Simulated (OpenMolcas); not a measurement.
Computed levels of 4s² 4p³ in ions with 33 electrons, in cm-1 above ⁴S°_3/2.

* Program: OpenMolcas 26.06
* Method: CASSCF
* Basis: ANO-RCC-VTZP
* Scalar Hamiltonian: DKH2, point nucleus
* Spin-orbit coupling: state interaction with AMFI integrals over the reference wave functions, term energies averaged over their components

Active space for each ion: 5 electrons in 4 orbitals (4s 4p).

| Level | Se+ | Kr3+ |
| --- | --- | --- |
| ²D°_3/2 | 17257 | 21589 |
| ²D°_5/2 | 17868 | 23292 |
| ²P°_1/2 | 25017 | 33023 |
| ²P°_3/2 | 25725 | 35131 |

Task: Estimate ²D°_3/2, ²D°_5/2 for Br2+ from its neighbours Se+ and Kr3+.

Result: ²D°_3/2 is another term, which grows about linearly with the charge: (17257 + 21589) / 2 = 19423. The calculation gives 19516, so the estimate is off by -0.5 %.
²D°_5/2 is another term, which grows about linearly with the charge: (17868 + 23292) / 2 = 20580. The calculation gives 20609, so the estimate is off by -0.1 %.

Without dynamic correlation excited terms often stand tens of per cent too high (terms of higher spin than the ground term too low), and those without a measured partner can miss by more than the paired ones (holds for Se+). Only configurations of the active space appear.

° marks odd parity.
